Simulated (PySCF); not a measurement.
C2H6GeO3. Atoms are numbered in the order given.

```xyz
12

C      2.2072    -0.7543     0.3199
C      1.3167     0.1523    -0.4744
O      1.7131     0.9458    -1.2929
Ge    -0.6508     0.0668    -0.1316
O     -1.1104     1.1021     1.2428
O     -0.9557    -1.5895     0.4242
H      1.8491    -1.7927     0.2412
H      3.2496    -0.6634    -0.0160
H      2.1289    -0.4828     1.3862
H     -1.4786     0.4646    -1.3714
H     -1.4696     1.9545     0.9752
H     -1.7719    -1.6723     0.9298
```

The structure is a stationary point at PBE0-D3(BJ)/def2-SVP. This is a generated structure with no PubChem entry under its InChIKey; it may be hypothetical. The values are those of a single conformer.

All values below come from KT2/pcSseg-1 run with PySCF.

GIAO shieldings, no solvent; atoms listed in one row are averaged. δ = σ(ref) − σ: ¹³C against TMS (σ = 185.1 ppm); ¹⁷O against H2O (σ = 330.4 ppm); ⁷³Ge against GeH4 (σ = 1669.3 ppm); ¹H against TMS (σ = 31.47 ppm), references at their B3LYP-D3(BJ)/def2-TZVP geometries, non-relativistic.

```
nucleus       atoms  count  δ (ppm)
-------  ----------  -----  -------
¹³C              C2      1    218.1
¹³C              C1      1     39.4
¹⁷O              O3      1    724.7
¹⁷O              O5      1     55.4
¹⁷O              O6      1     52.0
⁷³Ge            Ge4      1    301.0
¹H              H10      1     5.95
¹H       H7, H8, H9      3     2.85
¹H         H11, H12      2     1.41
```
